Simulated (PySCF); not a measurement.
An EPR job on `N#CC1=CCN([O])C1` [radical].

Computed with UKS B3LYP, pcH-1 on C H N O, non-relativistic, mean-field spin-orbit, GIAO (PySCF 2.14.0). Geometry: GFN2-xTB. A driver script takes a list of jobs; this job's settings line and coordinates (Å) are shown.

Input:
```
{"job": {"kind": "epr", "basis": "pcH-1"}, "charge": 0, "multiplicity": 2}
N      3.282928     0.716266    -1.022145
C      2.198726     0.527236    -0.701938
C      0.872725     0.278838    -0.306877
C     -0.168980     1.107446    -0.425928
C     -1.408845     0.479577     0.104017
N     -0.956198    -0.822587     0.546500
O     -1.710798    -1.690219     1.079313
C      0.460247    -1.018357     0.326688
H     -0.152604     2.096468    -0.846528
H     -2.191743     0.380268    -0.661183
H     -1.848626     1.042556     0.939575
H      0.979744    -1.212093     1.275279
H      0.639037    -1.884911    -0.324501
```

**Question.** What does the run print?

**Answer.** 
```
UKS, coarse grid
  cycle   1  E = -377.99536944  |g| = 6.56e-01
  cycle   2  E = -376.56524032  |g| = 1.79e+00
  cycle   3  E = -378.12999622  |g| = 2.84e-01
  cycle   4  E = -378.16913834  |g| = 8.69e-02
  cycle   5  E = -378.17109807  |g| = 6.37e-02
  cycle   6  E = -378.17270220  |g| = 2.96e-02
  cycle   7  E = -378.17304931  |g| = 9.92e-03
  cycle   8  E = -378.17310200  |g| = 6.33e-03
  cycle   9  E = -378.17311843  |g| = 3.61e-03
  cycle  10  E = -378.17312380  |g| = 1.13e-03
  cycle  11  E = -378.17312458  |g| = 3.37e-04
UKS, final grid
  cycle   1  E = -378.17309419  |g| = 4.67e-04
  cycle   2  E = -378.17309397  |g| = 8.55e-04
  cycle   3  E = -378.17309427  |g| = 1.97e-04
  cycle   4  E = -378.17309428  |g| = 2.71e-05
  cycle   5  E = -378.17309428  |g| = 1.56e-05
E = -378.17309428 Eh   <S^2> = 0.7536 (exact 0.7500)
g shifts (ppm)      1          2          3
  rmc          -291       -291       -291
  gc             -7         63         58
  oz_so         -49       3843       7918
  total        -347       3614       7685
hyperfine (MHz)  atom isotope    a_iso     a_fc   dipolar eigenvalues
    0   14N       0.01       0.01     -0.11      0.05      0.06
    1   13C      -1.02      -1.02     -0.30     -0.21      0.52
    2   13C      -1.16      -1.16     -0.88     -0.85      1.72
    3   13C      -0.49      -0.49     -0.98     -0.61      1.59
    4   13C     -22.62     -22.62     -1.87     -1.01      2.88
    5   14N      22.10      22.10    -26.17    -25.36     51.53
    6   17O     -40.10     -40.10   -179.90     87.40     92.50
    7   13C     -23.02     -23.02     -1.94     -1.00      2.93
    8    1H      -1.70      -1.70     -1.37     -1.27      2.64
    9    1H      56.12      56.12     -4.27     -3.74      8.01
   10    1H      55.88      55.88     -4.26     -3.73      7.99
   11    1H      56.06      56.06     -4.23     -3.74      7.97
   12    1H      55.82      55.82     -4.24     -3.75      7.99
```

rmc, gc and oz_so are the mass-correction, gauge-correction and orbital-Zeeman/spin–orbit parts of the g shift along its three principal axes; a_iso is the isotropic hyperfine coupling and a_fc its Fermi-contact part. Atoms in this output count from 0.

**Question.** How far is ⟨S²⟩ from the pure-spin value?

**Answer.** S = 0.5 gives S(S+1) = 0.75; the run has 0.7536, 0.0036 more.

**Question.** Get g_iso from the total shifts.

**Answer.** Their mean is 3651 ppm; added to g_e = 2.002319 it gives 2.00597.

In short: ⟨S²⟩ 0.754; g_iso 2.0060.

Geometry: GFN2-xTB; no solvent, vibrations or thermal averaging.

On Arm Neoverse V2, one thread, shared host, this took 40 s.
Labels such as C1 count atoms from 1, the log's own numbers from 0.
